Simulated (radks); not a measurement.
Values are calculated unless marked as measured or tabulated.
Initial-state core-level shifts of the rhodium ion Rh3+ when its valence configuration changes from [Kr] 4d6. Level of theory: scalar-relativistic Kohn-Sham, PBE, spin-polarised, spherical densities, point nucleus; open shells are filled with parallel spins first (spin-orbit coupling, left out, can overturn this in heavy ions) (a radial shooting solver on a logarithmic mesh with Libxc functionals). Shifts are changes of the shell-averaged eigenvalues in eV (positive: less bound).

valence               2s       2p       3p       3d
4d5 5s1           -5.891   -5.869   -5.668   -5.711
4d5 5p1           -7.048   -7.021   -6.845   -6.886
4d4 5s2          -12.575  -12.534  -12.046  -12.141
4d4 5p2          -14.724  -14.669  -14.223  -14.319
4d4 5s1 5p1      -13.600  -13.551  -13.082  -13.178
4d5 5s0.5 5p0.5   -6.472   -6.447   -6.259   -6.301
4d4 5s0.5 5p1.5  -14.164  -14.111  -13.654  -13.750
4d3.5 5s1 5p1.5  -17.549  -17.486  -16.857  -16.984
4d2 5s2 5p2      -28.973  -28.873  -27.622  -27.855
